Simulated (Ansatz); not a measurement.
Species: C₂HCl₂, charge 0, doublet. C2HCl2 (SMILES [CH]=C(Cl)Cl, doublet).
B3LYP-D3(BJ)/def2-TZVP minimum from Ansatz (a quantum-chemistry and plane-wave program):
```
C
C 1 1.2957
H 2 1.0733 1 141.82
Cl 1 1.7329 2 123.24 3 180.00
Cl 1 1.7519 2 122.30 3 0.00
```
Charge 0, spin multiplicity 2.

Hartree-Fock and CCSD(T) correlation energies in hartree (Ansatz). Open shells are spin-unrestricted; no spin-orbit coupling. Correlated methods leave the cores frozen. No relativity. The UHF reference of C2HCl2 ([CH]=C(Cl)Cl, doublet) is spin-contaminated (<S^2> up to 0.22 over the pure value in the sets run).

| basis | X | E(HF) | E(corr, CCSD(T)) |
|---|---|---|---|
| cc-pV(T+d)Z | 3 | -995.28466 | -0.73303 |
| cc-pV(Q+d)Z | 4 | -995.29682 | -0.78890 |
| cc-pV(5+d)Z | 5 | -995.29914 | withheld |

Problem. Fit E(corr) = E∞ + A/X³ to X = 3 and 4, predict X = 5, and compare with the run.

Solution. A = (-0.73303 - (-0.78890))/(1/27 - 1/64) = 2.6093; E∞ = -0.78890 - A/64 = -0.82967; at X = 5, E∞ + A/125 = -0.80880. The run gave -0.80746, 1.34 mEh above the prediction. The same form on X = 4 and 5 gives E∞ = -0.82693, 2.74 mEh above the first estimate.
